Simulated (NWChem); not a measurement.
System: CH3CaFN2

Here is an NWChem input.

```
start job
memory heap 200 mb stack 900 mb global 1100 mb
geometry units angstroms noautoz
  Ca     0.225338    -0.832040     0.000000
  F      0.035952    -2.804200     0.000000
  C      0.322315     1.836451     0.000000
  N      0.300439     1.180648    -1.150395
  N      0.300439     1.180648     1.150395
  H      0.359096     2.945494     0.000000
  H      0.321303     1.791960    -1.958324
  H      0.321303     1.791960     1.958324
end
basis spherical
  * library def2-svp
end
dft
  xc b3lyp
  iterations 150
  vectors input atomic output neutral.movecs
end
task dft energy
charge 1
dft
  odft
  mult 2
  vectors input atomic output cation.movecs
end
task dft energy
```

Coordinates come from a PBE0/def2-SVP optimisation.

Ions are spin-unrestricted doublets at the neutral geometry; other ion states weren't tried.

Task: Predict the main results of this run. (B3LYP/def2-SVP, vertical spin-unrestricted ions.) Quantities: vertical ionisation energy, ΔSCF (eV); −ε(HOMO) (eV).

Result: The vertical ionisation energy, ΔSCF (eV) is 8.62. The −ε(HOMO) (eV) is 6.12.
